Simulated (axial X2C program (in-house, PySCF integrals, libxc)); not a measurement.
## Potential curves of LiAs⁻, 2c

Computed with an in-house all-electron X2C program for linear molecules (integrals from PySCF). Two-component (2c) means X2C with spin–orbit coupling and atomic mean-field two-electron Coulomb and Gaunt terms. Basis: As dyall-acv3z [10s10p7d5f1g], Li dyall-av3z [9s9p3d] (cores contracted in-house); Gaussian nuclei, density fitting, unrestricted open shells. Masses: As 74.922 u, Li 7.016 u.

State: Ω = 3/2 (⟨Sz⟩ = 1.48, ⟨Lz⟩ = 0.02 at HF). Energies in kJ/mol from the fragments at the same level (As- + Li). Fits are polynomials in 1 − R0/R over 0.85 to 1.23 times the lowest point R0.

```tsv
R (Å)	CCSD(T)	MP2
2.1837		-108.92
2.2841	-129.18	-124.94
2.3594	-136.48	-132.37
2.4347	-140.83	-136.80
2.5100	-142.88	-138.88
2.5978	-143.05	-139.05
2.6857	-141.41	-137.38
2.7986	-137.44	-133.34
2.9367		-126.53
3.1375		-114.75
```

Correlated methods: 7 electrons correlated (number of frozen shells: As 3 s, 2 p, 1 d; Li 1 s), 255 virtual spin orbitals or spinors in MP2.

The state is one determinant whose occupation by symmetry is held fixed; it was picked as the lowest of a PBE0 search that is not exhaustive. De is counted from the lowest determinant-based energies of the atoms at the same level, without counterpoise correction. Coupled cluster ran in a truncated set of natural virtual spinors; the MP2 energy of the rest was added. (T) has no such correction and the atoms are truncated less, which lowers De at CCSD(T) by a hundredth of an eV or more. Other states lie close and PBE0, whose exact exchange favours high spin, may order them wrongly; the determinant shown need not be the ground state. The nearest other spin-free determinant of the search, M_S = 1/2, Λ = 0, lies 0.03 eV up at the distance of the search. With several unpaired electrons one determinant need not be a pure state. A state of lower Ω lies just above, and one determinant can place such states too high, so the state shown need not be the lowest. The search has Ω = 1/2 only 0.04 eV up. This is the top spin component of a Σ state; components of lower Ω are not single determinants and can lie lower. Coupled cluster ran on the points near the minimum only. MP2 and coupled cluster on one determinant become unreliable at the stretched end.

**Question.** Fit the CCSD(T) curve near its minimum: give the equilibrium distance, the harmonic wavenumber and the well depth.

**Answer.** At CCSD(T), 2c: Re = 2.560 Å, ωe ≈ 341 cm⁻¹, De = 1.48 eV to As- + Li; Be follows as 0.401 cm⁻¹.

**Question.** What are Re, ωe and De at the MP2 level?

**Answer.** At MP2, 2c: Re = 2.560 Å, ωe ≈ 344 cm⁻¹, De = 1.44 eV to As- + Li; Be follows as 0.401 cm⁻¹.
